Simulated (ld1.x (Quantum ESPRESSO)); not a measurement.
**Ni (Z = 28) TM: all-electron and pseudo phase curves**

* Element: nickel
* Generator: ld1.x (Quantum ESPRESSO) 7.5
* Type: norm-conserving Troullier–Martins (Kleinman–Bylander form)
* Functional: PBEsol
* Relativity: non-relativistic
* Frozen core: [Ne] 3s2
* Valence charge: 16
* Reference configuration: 3p6 3d7 4s0 4p0 (charge +3)
* Partial waves: 4s (bound, empty): rc 1.60 bohr; 3d (bound): rc 1.00 bohr; 3p (bound): rc 0.80 bohr
* Local potential: the p channel
* Core correction: none

The phase is arctan(r·u′/u) with u = r·R(r), unwrapped; energies in Ry, scanned from -10 to 5 Ry. A pole is an energy at which the radial function vanishes at the test radius. The pseudo phase is shifted by a multiple of π to meet the all-electron one at the reference energy, and phase errors are pseudo minus all-electron; the curves can meet again beyond the range given. Levels narrower than the energy grid can be missing from the lists of poles.

```csv
channel,radius (bohr),reference energy (Ry),"poles, all-electron","poles, pseudo",unbroken range about the reference energy with phases within 0.05 rad,phase error 1 Ry above the reference energy (rad)
s,1.75,-2.41,4.25,"-8.24, 3.24",-7.8 to 3.7,-0.009
p,1.75,-8.07,-7.88,-7.88,the whole range,-0.000
d,1.75,-3.48,-3.04,-3.04,below 1.5,+0.001
```

Note: ghost state, extra bound levels that the all-electron valence spectrum of the same l lacks: s at -113.1 eV. A true bound ghost makes a file unfit for plane-wave use.

Phases in the d channel:

```tsv
E (Ry)	all-electron	pseudo
-10.00	1.365	1.365
-9.52	1.359	1.359
-9.04	1.351	1.351
-8.56	1.342	1.342
-8.08	1.332	1.332
-7.60	1.320	1.320
-7.12	1.306	1.306
-6.64	1.289	1.289
-6.16	1.267	1.267
-5.68	1.237	1.237
-5.20	1.193	1.193
-4.72	1.115	1.115
-4.24	0.922	0.923
-3.76	-0.098	-0.097
-3.28	-1.413	-1.413
-2.80	-1.655	-1.655
-2.32	-1.756	-1.755
-1.84	-1.824	-1.823
-1.36	-1.886	-1.884
-0.88	-1.952	-1.950
-0.40	-2.034	-2.030
0.08	-2.146	-2.138
0.56	-2.313	-2.299
1.04	-2.584	-2.555
1.52	-3.011	-2.962
2.00	-3.525	-3.469
2.48	-3.926	-3.882
2.96	-4.174	-4.143
3.44	-4.326	-4.304
3.92	-4.427	-4.409
4.40	-4.497	-4.482
4.88	-4.550	-4.537
```
